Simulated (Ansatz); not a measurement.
`BOC1=C[SiH2]1` at its PBE0-D4/def2-TZVP geometry, where that method's forces vanish. The species carries charge 0 and has multiplicity 1.

| atom | x (Å) | y (Å) | z (Å) |
| --- | --- | --- | --- |
| B1 | 1.204 | 0.922 | 1.604 |
| O2 | -0.026 | 0.919 | 1.025 |
| C3 | -0.323 | 0.114 | -0.023 |
| C4 | 0.275 | -0.805 | -0.777 |
| Si5 | -1.455 | -0.520 | -1.268 |
| H6 | 1.344 | 1.675 | 2.519 |
| H7 | 2.070 | 0.204 | 1.197 |
| H8 | 1.244 | -1.278 | -0.855 |
| H9 | -2.530 | -1.487 | -0.938 |
| H10 | -1.803 | 0.256 | -2.484 |

Question: For each bond, give half the difference of the two atoms' forces along it (eV/Å; positive pushes the atoms apart) under PBE-D4, r2SCAN-D4, B3LYP-D4, ωB97M-V in def2-TZVPP. (Estimate.)

Answer: The calculation gave: 
```csv
bond,length (Å),PBE-D4,r2SCAN-D4,B3LYP-D4,ωB97M-V
B1–O2,1.359,0.25,0.12,0.04,0.05
B1–H6,1.193,-0.02,-0.08,-0.14,-0.14
B1–H7,1.196,-0.02,-0.07,-0.09,-0.12
O2–C3,1.354,0.18,0.24,0.29,0.35
C3–C4,1.330,0.28,0.03,-0.06,-0.11
C3–Si5,1.798,0.16,-0.05,-0.04,-0.11
C4–Si5,1.820,0.33,0.13,0.17,0.10
C4–H8,1.082,-0.08,-0.08,-0.11,-0.09
Si5–H9,1.484,-0.03,-0.05,-0.11,-0.14
Si5–H10,1.484,-0.03,-0.05,-0.11,-0.14
```

B3LYP here is the variant with VWN-RPA as its local correlation; programs differ in this.

All numbers were calculated with Ansatz.
